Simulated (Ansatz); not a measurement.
Cl3SV (`[S]=[V]([Cl])([Cl])[Cl]`). Total charge 0; spin multiplicity 1. The structure was optimised at the PBE0-D4/def2-TZVP level.

```xyz
5

S     0.023   -1.866    0.677
V     0.000   -0.009    0.003
Cl    1.301    0.118   -1.669
Cl   -1.986    0.478   -0.566
Cl    0.662    1.279    1.555
```

**Question.** What is the dipole moment at r2SCAN/def2-TZVPP? (An estimate is asked.)

**Answer.** The calculation gave: 0.12 D, with components (0.00, -0.11, 0.04) D in this frame, pointing from negative to positive charge.

**Question.** And with PBE, B3LYP, ωB97M-V? (Best estimate.)

**Answer.** Computed: PBE 0.08 D, B3LYP 0.33 D, ωB97M-V 0.58 D.

**Question.** Give the Mulliken charges with r2SCAN, B3LYP, ωB97M-V in def2-TZVPP. (An estimate is asked.)

**Answer.** Computed: 
```tsv
atom	r2SCAN	B3LYP	ωB97M-V
S1	-0.16	-0.14	-0.05
V2	0.70	0.67	0.46
Cl3	-0.18	-0.17	-0.13
Cl4	-0.18	-0.17	-0.13
Cl5	-0.18	-0.17	-0.13
```

B3LYP here is the variant with VWN-RPA as its local correlation; programs differ in this.
